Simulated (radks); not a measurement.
Spherical quantum dot in the effective-mass picture: electrons in a hard-walled sphere of radius 8.1, all in effective atomic units (hartree* = m*/eps^2 hartree, bohr* = eps/m* bohr), one dielectric constant everywhere. Method: non-relativistic Kohn-Sham, PBE, spin-polarised, spherical densities; computed with a radial shooting solver with Libxc functionals. Levels are named by radial order and angular momentum (1s, 1p, 1d, 2s, ...), and open shells are averaged over m. Results are scaled to m* = 0.033 and eps = 13.3, for which hartree* = 5.076 meV and bohr* = 21.33 nm.

N = 5, configuration 1s2 1p(up 3, down 0). This is the lowest configuration that the search found. Occupied levels:

level,occupation,eigenvalue (meV),<r> (nm)
1s up,1,3.9639,109.4
1s down,1,4.1447,105.0
1p up,3,4.1980,115.1

Energy (meV): total 10.8597, kinetic 3.6780, external 0, Hartree 10.969, exchange-correlation -3.7874.

Electron density:

r (nm),n(r) (e/nm^3)
4.60,1.174e-07
13.2,1.236e-07
21.8,1.357e-07
30.4,1.541e-07
39.1,1.799e-07
47.7,2.136e-07
56.3,2.548e-07
64.9,3.024e-07
73.5,3.533e-07
82.1,4.029e-07
90.7,4.445e-07
99.4,4.701e-07
108,4.715e-07
117,4.431e-07
125,3.831e-07
134,2.960e-07
142,1.947e-07
151,1.030e-07
160,3.738e-08
168,4.212e-09
